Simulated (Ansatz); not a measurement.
Ansatz (a program for electronic structure) input (B3LYP-D3(BJ)/def2-TZVP):

Ansatz 0.2 input:
```yaml
crystal:
  periodic: [false, false, false]
  atoms:
    - {symbol: C, position_ang: [2.54642667, 0.23700838, -0.55986191]}
    - {symbol: C, position_ang: [1.72521831, -0.46557447, 0.53488162]}
    - {symbol: C, position_ang: [0.56574207, 0.33518600, 1.01575747]}
    - {symbol: C, position_ang: [-0.84536566, -0.07314448, 0.78648368]}
    - {symbol: C, position_ang: [-1.33227854, 0.21735694, -0.64549244]}
    - {symbol: O, position_ang: [-2.69282600, -0.14318941, -0.84799075]}
    - {symbol: H, position_ang: [1.93715529, 0.42737322, -1.44510579]}
    - {symbol: H, position_ang: [3.40234139, -0.37219673, -0.85847960]}
    - {symbol: H, position_ang: [2.92417761, 1.19746168, -0.20396669]}
    - {symbol: H, position_ang: [2.39976269, -0.68721631, 1.37315909]}
    - {symbol: H, position_ang: [1.37636014, -1.43359292, 0.16234789]}
    - {symbol: H, position_ang: [0.76406593, 1.31551555, 1.43526675]}
    - {symbol: H, position_ang: [-1.52080436, 0.43688712, 1.47731421]}
    - {symbol: H, position_ang: [-0.95535471, -1.15235619, 0.96190699]}
    - {symbol: H, position_ang: [-0.68148013, -0.28917226, -1.36850239]}
    - {symbol: H, position_ang: [-1.27693385, 1.28784002, -0.84463847]}
    - {symbol: H, position_ang: [-2.78513904, -1.09002234, -0.69598636]}
basis:
  gaussian:
    orbitals: def2-TZVP
hamiltonian:
  xc: b3lyp
  dispersion: d3bj
magnetization: {spin_polarized: true, initial_magnetization: 1}
phonons: {temperatures: {t_min: 298.15, t_max: 298.15, t_step: 100}}
```

Output:

```
Functional definition: B3LYP
integrals: 0.19 GiB planned
1535 factors; their error is unknown
0.34 GiB of the device are held for the grids
1.47 GiB of device memory are held for the factors and their scratch space
mean field: 1.72 GiB planned
mean field evaluation 1: about -7398.2605 eV, gradient 5.8e1 eV
mean field evaluation 2: about -7387.4691 eV, gradient 7.5e1 eV
mean field evaluation 4: about -7413.0721 eV, gradient 4.5e0 eV
mean field evaluation 8: about -7413.1434 eV, gradient 8.7e-2 eV
mean field evaluation 16: about -7413.1064 eV, gradient 4.0e-4 eV
mean field -7413.10643396 eV, -272.4266366639 hartree, gradient 6.9e-5 eV, S^2 0.754225; 0 other end points of the search recorded, 0 dependent functions left out
the calculation of the forces begins
reference -7413.10675227 eV, -272.4266483616 hartree; 25, 24 occupied and 227, 228 virtual orbitals, 1535 factors
these checks for a lower state are left out or cut short: stability, starts, cluster_reference, orbital_swaps, neighbouring_geometries, increment
integrals: 0.19 GiB planned
1535 factors; their error is unknown
0.34 GiB of the device are held for the grids
1.47 GiB of device memory are held for the factors and their scratch space
mean field: 1.72 GiB planned
mean field -7413.10633838 eV, -272.4266331517 hartree, gradient 2.3e-6 eV, S^2 0.754226; 0 other end points of the search recorded, 0 dependent functions left out
the calculation of the forces begins
reference -7413.10665666 eV, -272.4266448480 hartree; 25, 24 occupied and 227, 228 virtual orbitals, 1535 factors
these checks for a lower state are left out or cut short: stability, starts, cluster_reference, orbital_swaps, neighbouring_geometries, increment
integrals: 0.19 GiB planned
1535 factors; their error is unknown
0.34 GiB of the device are held for the grids
1.47 GiB of device memory are held for the factors and their scratch space
mean field: 1.72 GiB planned
mean field evaluation 32: about -7413.1062 eV, gradient 1.9e-6 eV
mean field -7413.10620930 eV, -272.4266284081 hartree, gradient 2.3e-6 eV, S^2 0.754224; 0 other end points of the search recorded, 0 dependent functions left out
the calculation of the forces begins
reference -7413.10652765 eV, -272.4266401071 hartree; 25, 24 occupied and 227, 228 virtual orbitals, 1535 factors
these checks for a lower state are left out or cut short: stability, starts, cluster_reference, orbital_swaps, neighbouring_geometries, increment
integrals: 0.19 GiB planned
1535 factors; their error is unknown
0.34 GiB of the device are held for the grids
1.47 GiB of device memory are held for the factors and their scratch space
mean field: 1.72 GiB planned
mean field -7413.10627398 eV, -272.4266307848 hartree, gradient 2.3e-6 eV, S^2 0.754226; 0 other end points of the search recorded, 0 dependent functions left out
the calculation of the forces begins
reference -7413.10659225 eV, -272.4266424810 hartree; 25, 24 occupied and 227, 228 virtual orbitals, 1535 factors
these checks for a lower state are left out or cut short: stability, starts, cluster_reference, orbital_swaps, neighbouring_geometries, increment
integrals: 0.19 GiB planned
1535 factors; their error is unknown
0.34 GiB of the device are held for the grids
1.47 GiB of device memory are held for the factors and their scratch space
mean field: 1.71 GiB planned
mean field -7413.10626732 eV, -272.4266305400 hartree, gradient 2.3e-6 eV, S^2 0.754224; 0 other end points of the search recorded, 0 dependent functions left out
[...]
reference -7413.10675858 eV, -272.4266485935 hartree; 25, 24 occupied and 227, 228 virtual orbitals, 1535 factors
these checks for a lower state are left out or cut short: stability, starts, cluster_reference, orbital_swaps, neighbouring_geometries, increment
integrals: 0.19 GiB planned
1535 factors; their error is unknown
0.34 GiB of the device are held for the grids
1.47 GiB of device memory are held for the factors and their scratch space
mean field: 1.71 GiB planned
mean field -7413.10635805 eV, -272.4266338744 hartree, gradient 2.3e-6 eV, S^2 0.754225; 0 other end points of the search recorded, 0 dependent functions left out
the calculation of the forces begins
reference -7413.10667643 eV, -272.4266455745 hartree; 25, 24 occupied and 227, 228 virtual orbitals, 1535 factors
these checks for a lower state are left out or cut short: stability, starts, cluster_reference, orbital_swaps, neighbouring_geometries, increment
integrals: 0.19 GiB planned
1535 factors; their error is unknown
0.34 GiB of the device are held for the grids
1.47 GiB of device memory are held for the factors and their scratch space
mean field: 1.72 GiB planned
mean field evaluation 672: about -7413.1421 eV, gradient 5.5e-4 eV
mean field -7413.10631115 eV, -272.4266321509 hartree, gradient 2.3e-6 eV, S^2 0.754225; 0 other end points of the search recorded, 0 dependent functions left out
the calculation of the forces begins
reference -7413.10662940 eV, -272.4266438461 hartree; 25, 24 occupied and 227, 228 virtual orbitals, 1535 factors
these checks for a lower state are left out or cut short: stability, starts, cluster_reference, orbital_swaps, neighbouring_geometries, increment
integrals: 0.19 GiB planned
1535 factors; their error is unknown
0.34 GiB of the device are held for the grids
1.47 GiB of device memory are held for the factors and their scratch space
mean field: 1.72 GiB planned
mean field -7413.10639260 eV, -272.4266351442 hartree, gradient 2.3e-6 eV, S^2 0.754225; 0 other end points of the search recorded, 0 dependent functions left out
the calculation of the forces begins
reference -7413.10671090 eV, -272.4266468415 hartree; 25, 24 occupied and 227, 228 virtual orbitals, 1535 factors
these checks for a lower state are left out or cut short: stability, starts, cluster_reference, orbital_swaps, neighbouring_geometries, increment
integrals: 0.19 GiB planned
1535 factors; their error is unknown
0.34 GiB of the device are held for the grids
1.47 GiB of device memory are held for the factors and their scratch space
mean field: 1.72 GiB planned
mean field -7413.10643792 eV, -272.4266368095 hartree, gradient 2.3e-6 eV, S^2 0.754225; 0 other end points of the search recorded, 0 dependent functions left out
the calculation of the forces begins
reference -7413.10675624 eV, -272.4266485075 hartree; 25, 24 occupied and 227, 228 virtual orbitals, 1535 factors
these checks for a lower state are left out or cut short: stability, starts, cluster_reference, orbital_swaps, neighbouring_geometries, increment
integrals: 0.19 GiB planned
1535 factors; their error is unknown
0.34 GiB of the device are held for the grids
1.47 GiB of device memory are held for the factors and their scratch space
mean field: 1.71 GiB planned
mean field -7413.10639048 eV, -272.4266350661 hartree, gradient 2.3e-6 eV, S^2 0.754225; 0 other end points of the search recorded, 0 dependent functions left out
the calculation of the forces begins
reference -7413.10670877 eV, -272.4266467630 hartree; 25, 24 occupied and 227, 228 virtual orbitals, 1535 factors
these checks for a lower state are left out or cut short: stability, starts, cluster_reference, orbital_swaps, neighbouring_geometries, increment
integrals: 0.19 GiB planned
1535 factors; their error is unknown
0.34 GiB of the device are held for the grids
1.47 GiB of device memory are held for the factors and their scratch space
mean field: 1.72 GiB planned
mean field evaluation 704: about -7413.1064 eV, gradient 1.9e-6 eV
mean field -7413.10644227 eV, -272.4266369694 hartree, gradient 2.3e-6 eV, S^2 0.754225; 0 other end points of the search recorded, 0 dependent functions left out
the calculation of the forces begins
reference -7413.10676060 eV, -272.4266486679 hartree; 25, 24 occupied and 227, 228 virtual orbitals, 1535 factors
these checks for a lower state are left out or cut short: stability, starts, cluster_reference, orbital_swaps, neighbouring_geometries, increment
integrals: 0.19 GiB planned
1535 factors; their error is unknown
0.34 GiB of the device are held for the grids
1.47 GiB of device memory are held for the factors and their scratch space
mean field: 1.72 GiB planned
mean field -7413.10626906 eV, -272.4266306040 hartree, gradient 2.3e-6 eV, S^2 0.754225; 0 other end points of the search recorded, 0 dependent functions left out
the calculation of the forces begins
reference -7413.10658738 eV, -272.4266423022 hartree; 25, 24 occupied and 227, 228 virtual orbitals, 1535 factors
these checks for a lower state are left out or cut short: stability, starts, cluster_reference, orbital_swaps, neighbouring_geometries, increment
integrals: 0.19 GiB planned
1535 factors; their error is unknown
0.34 GiB of the device are held for the grids
1.47 GiB of device memory are held for the factors and their scratch space
mean field: 1.72 GiB planned
mean field -7413.10629559 eV, -272.4266315789 hartree, gradient 2.3e-6 eV, S^2 0.754225; 0 other end points of the search recorded, 0 dependent functions left out
the calculation of the forces begins
reference -7413.10661388 eV, -272.4266432760 hartree; 25, 24 occupied and 227, 228 virtual orbitals, 1535 factors
these checks for a lower state are left out or cut short: stability, starts, cluster_reference, orbital_swaps, neighbouring_geometries, increment
integrals: 0.19 GiB planned
1535 factors; their error is unknown
0.34 GiB of the device are held for the grids
1.47 GiB of device memory are held for the factors and their scratch space
mean field: 1.71 GiB planned
mean field -7413.10641580 eV, -272.4266359968 hartree, gradient 2.3e-6 eV, S^2 0.754225; 0 other end points of the search recorded, 0 dependent functions left out
the calculation of the forces begins
reference -7413.10673410 eV, -272.4266476938 hartree; 25, 24 occupied and 227, 228 virtual orbitals, 1535 factors
these checks for a lower state are left out or cut short: stability, starts, cluster_reference, orbital_swaps, neighbouring_geometries, increment
integrals: 0.19 GiB planned
1535 factors; their error is unknown
0.34 GiB of the device are held for the grids
1.47 GiB of device memory are held for the factors and their scratch space
mean field: 1.72 GiB planned
mean field -7413.10644203 eV, -272.4266369605 hartree, gradient 2.3e-6 eV, S^2 0.754225; 0 other end points of the search recorded, 0 dependent functions left out
the calculation of the forces begins
reference -7413.10676035 eV, -272.4266486587 hartree; 25, 24 occupied and 227, 228 virtual orbitals, 1535 factors
Total energy: -7413.66964902 eV, -272.4473344358 hartree
Atom 0 at     2.546427     0.237008    -0.559862 Å, force    -0.000321     0.000016     0.000109 eV/Å
Atom 1 at     1.725218    -0.465574     0.534882 Å, force     0.000535     0.000014    -0.000318 eV/Å
Atom 2 at     0.565742     0.335186     1.015757 Å, force    -0.000233    -0.000140     0.000045 eV/Å
Atom 3 at    -0.845366    -0.073144     0.786484 Å, force     0.000444    -0.000071     0.000176 eV/Å
Atom 4 at    -1.332279     0.217357    -0.645492 Å, force    -0.000578    -0.000126     0.000272 eV/Å
Atom 5 at    -2.692826    -0.143189    -0.847991 Å, force     0.000117    -0.000287    -0.000003 eV/Å
Atom 6 at     1.937155     0.427373    -1.445106 Å, force     0.000408    -0.000174     0.000593 eV/Å
Atom 7 at     3.402341    -0.372197    -0.858480 Å, force    -0.000045     0.000058     0.000021 eV/Å
Atom 8 at     2.924178     1.197462    -0.203967 Å, force    -0.000103    -0.000299    -0.000118 eV/Å
Atom 9 at     2.399763    -0.687216     1.373159 Å, force    -0.000296     0.000168    -0.000405 eV/Å
Atom 10 at     1.376360    -1.433593     0.162348 Å, force     0.000113     0.000298     0.000180 eV/Å
Atom 11 at     0.764066     1.315516     1.435267 Å, force    -0.000142    -0.000133    -0.000153 eV/Å
Atom 12 at    -1.520804     0.436887     1.477314 Å, force    -0.000058    -0.000052    -0.000226 eV/Å
Atom 13 at    -0.955355    -1.152356     0.961907 Å, force    -0.000004     0.000222    -0.000072 eV/Å
Atom 14 at    -0.681480    -0.289172    -1.368502 Å, force    -0.000221     0.000159    -0.000173 eV/Å
Atom 15 at    -1.276934     1.287840    -0.844638 Å, force     0.000161    -0.000080     0.000020 eV/Å
Atom 16 at    -2.785139    -1.090022    -0.695986 Å, force     0.000221     0.000427     0.000051 eV/Å
Dipole moment:     0.265337    -0.225196     0.082254 e Å
Vibrations: 26.55 60.86 109.19 232.76 242.34 291.29 319.32 356.60 480.69 521.49 773.86 789.68 868.21 970.80 986.80 1009.43 1045.92 1047.71 1118.66 1155.16 1202.69 1276.32 1292.99 1310.38 1332.78 1373.78 1396.30 1405.72 1424.33 1477.18 1483.70 1495.88 1503.71 1510.79 2970.20 2973.16 2994.20 3028.02 3034.46 3059.53 3089.67 3090.46 3095.86 3153.95 3795.31 cm⁻¹, zero-point energy 4.102554 eV
```

It need not be the lowest isomer of its formula.
